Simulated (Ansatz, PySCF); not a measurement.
In(OH)2(SeH) (H3InO2Se), SMILES [In]([OH])([SeH])[OH].

Geometry: r2SCAN-D4/def2-SVP. The structure was generated by enumeration; whether it is a known compound was not checked. The def2 effective core potentials stand for the cores of In; spin–orbit coupling is left out. Other conformers were not sampled.

Vertical ionisation energy (IE) and electron affinity (EA) in eV. Rows of orbital energies are one-electron estimates. Where ΔSCF, EOM or ADC give a negative EA the extra electron is unbound and the value depends on the basis.

| level | IE | EA |
|---|---|---|
| −ε(HOMO), −ε(LUMO), r2SCAN/def2-TZVP (PySCF) | 6.51 | 2.64 |
| −ε(HOMO), −ε(LUMO), PBE/def2-TZVP (PySCF) | (withheld) | (withheld) |
| ΔSCF, CAM-B3LYP/def2-SVPD (Ansatz), final states of multiplicity 2 and 2 | 9.71 | 0.66 |
| ΔSCF, PBE/def2-SVPD (Ansatz), final states of multiplicity 2 and 2 | 9.28 | 0.77 |

Task: Fill in the missing entries. (The exact figures need the calculation; the answer reports its results.)

Result: 
- −ε(HOMO), −ε(LUMO), PBE/def2-TZVP (PySCF), IE: 6.22
- −ε(HOMO), −ε(LUMO), PBE/def2-TZVP (PySCF), EA: 2.86

Task: What vertical singlet–triplet gap does ΔSCF give with CAM-B3LYP/def2-SVPD (Ansatz, a quantum-chemistry and plane-wave program) and with PBE/def2-SVPD (Ansatz)? (The exact figures need the calculation; the answer reports its results.)

Result: 4.03 and 3.56 eV (triplet above singlet where positive).
